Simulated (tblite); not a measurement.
Isomers of C5H4F4O2. Level: GFN2-xTB in tblite, geometry and Hessian alike; calculated harmonic values, unscaled, isolated species. The method is semi-empirical: single wavenumbers can be off by several per cent or more. One conformer each.

Electronic energies: GFN2-xTB at the same geometries; isomer energies are rough at this level and their order can be wrong.

| SMILES | electronic energy, lowest = 0 (kJ/mol) |
| --- | --- |
| O=C1[C@H](C(F)(F)F)O[C@@H]1CF | 120.6 |
| O=C1O[C@@H](F)[C@@H]1CC(F)(F)F | 9.8 |
| F[C@H]1C=C(OC(F)(F)F)CO1 | 0.0 |
| C=C(OC(F)F)C(=O)C(F)F | 138.6 |
| FC1=C(OC(F)F)OC[C@H]1F | 58.0 |

Question: How do GFN2-xTB zero-point energies change the relative energies?

Answer: 
```tsv
SMILES	ZPE (kJ/mol)	of it from modes above 1550 cm⁻¹	electronic (kJ/mol)	with ZPE, lowest = 0 (kJ/mol)	lowest mode (cm⁻¹)	rings
F[C@H]1C=C(OC(F)(F)F)CO1	236.0	81.9	0.0	0.0	47	1
O=C1O[C@@H](F)[C@@H]1CC(F)(F)F	237.1	82.8	9.8	10.9	35	1
FC1=C(OC(F)F)OC[C@H]1F	237.0	81.0	58.0	59.0	38	1
O=C1[C@H](C(F)(F)F)O[C@@H]1CF	233.1	81.8	120.6	117.7	37	1
C=C(OC(F)F)C(=O)C(F)F	229.8	92.4	138.6	132.5	40	0
```

The zero-point energies span 7.3 kJ/mol, from `C=C(OC(F)F)C(=O)C(F)F` to `O=C1O[C@@H](F)[C@@H]1CC(F)(F)F`. The order is unchanged.

Question: What do entropy and thermal enthalpy add at 298.15 K and 1 bar (rigid rotor, harmonic oscillator, one conformer each)?

Answer: 
| SMILES | point group | symmetry number | S (J/(mol K)) | H − H(0) (kJ/mol) | ZPE + H − H(0) − TS (kJ/mol) |
| --- | --- | --- | --- | --- | --- |
| F[C@H]1C=C(OC(F)(F)F)CO1 | C1 | 1 | 414.7 | 27.92 | 140.3 |
| O=C1O[C@@H](F)[C@@H]1CC(F)(F)F | C1 | 1 | 424.4 | 28.71 | 139.3 |
| FC1=C(OC(F)F)OC[C@H]1F | C1 | 1 | 428.7 | 29.08 | 138.3 |
| O=C1[C@H](C(F)(F)F)O[C@@H]1CF | C1 | 1 | 432.4 | 29.64 | 133.9 |
| C=C(OC(F)F)C(=O)C(F)F | C1 | 1 | 446.5 | 31.38 | 128.1 |
